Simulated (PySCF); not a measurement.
A PySCF script (with the pyscf-properties extension) for the NMR shieldings of `[C+](C=C)(C)B(O)O`, [C$_{4}$H$_{8}$BO$_{2}$]+, on a GFN2-xTB geometry:

```python
import basis_set_exchange as bse
import numpy as np
from pyscf import gto, dft
from pyscf.prop import nmr

atoms = """
C    -1.862481   -1.146312    1.139017
C    -0.562146   -0.909409    0.858856
C    -0.080375   -0.048884   -0.149376
C    -0.824706    0.267711   -1.341703
B     1.403992    0.585245    0.018232
O     1.595972    1.728790   -0.640829
O     2.237438   -0.113328    0.788643
H    -2.145363   -1.823347    1.929727
H    -2.667737   -0.617863    0.650754
H     0.202991   -1.347692    1.491916
H    -0.312692   -0.202586   -2.192091
H    -1.861163   -0.060769   -1.341396
H    -0.704239    1.332983   -1.566746
H     2.432978    2.194502   -0.597476
H     3.143116    0.168949    0.930558
"""
names = dict.fromkeys(["C", "B", "O", "H"], "pcSseg-1")
basis = {el: gto.basis.parse(bse.get_basis(n, elements=[el], fmt="nwchem")) for el, n in names.items()}
mol = gto.M(atom=atoms, basis=basis, charge=1, verbose=0)
mf = dft.RKS(mol, xc="PBE0")
mf.grids.level = 2
mf.grids.alignment = dft.numint.BLKSIZE   # the property module wants whole blocks of grid points
mf.conv_tol = 1e-9
mf.kernel()

calc = nmr.RKS(mf)   # GIAO
C = mf.mo_coeff
Co = C[:, mf.mo_occ > 0]
resp = mf.gen_response(singlet=True, hermi=2)
def vind(x):   # induced exchange potential for any number of trial vectors
    d = np.einsum("pi,xij,qj->xpq", C, 2 * x.reshape(-1, C.shape[1], Co.shape[1]), Co, optimize=True)
    return np.einsum("xpq,pi,qj->xij", resp(d - d.transpose(0, 2, 1)), C, Co, optimize=True).ravel()
mo1, _ = nmr.rhf.solve_mo1(calc, with_cphf=vind)
sigma = calc.kernel(mo1)
for i, s in enumerate(sigma):   # ppm
    w = np.linalg.eigvalsh((s + s.T) / 2)
    print("%2d %-2s iso %8.1f  s11 %8.1f  s22 %8.1f  s33 %8.1f" % (i, mol.atom_pure_symbol(i), w.mean(), *w))
```

**Question.** What does it print?

**Answer.** 
```
 0 C  iso     -0.0  s11   -106.9  s22    -66.5  s33    173.4
 1 C  iso     29.7  s11    -78.0  s22     12.1  s33    155.0
 2 C  iso   -112.7  s11   -277.9  s22   -224.3  s33    164.0
 3 C  iso    140.3  s11     95.6  s22    146.2  s33    179.0
 4 B  iso     80.7  s11     47.5  s22     88.8  s33    105.8
 5 O  iso    208.4  s11     96.0  s22    239.0  s33    290.0
 6 O  iso    208.8  s11     94.1  s22    238.9  s33    293.3
 7 H  iso     23.2  s11     19.8  s22     23.5  s33     26.2
 8 H  iso     22.9  s11     17.3  s22     24.0  s33     27.3
 9 H  iso     22.5  s11     19.4  s22     20.4  s33     27.7
10 H  iso     27.6  s11     24.0  s22     26.5  s33     32.4
11 H  iso     27.7  s11     24.1  s22     27.5  s33     31.6
12 H  iso     26.9  s11     22.1  s22     27.6  s33     30.9
13 H  iso     26.1  s11     20.3  s22     21.9  s33     36.1
14 H  iso     26.0  s11     20.3  s22     21.9  s33     35.9
```

These numbers come from an equivalent density-fitted implementation of the same equations, which agrees with the script to about 0.01 ppm for H and up to a few tenths of a ppm for heavy atoms, so last digits may differ.

Size and cost of the density-fitted run: 159 basis functions, 35 s wall time on 1 thread of an Arm Neoverse V1, shared host; peak memory 0.73 GiB.
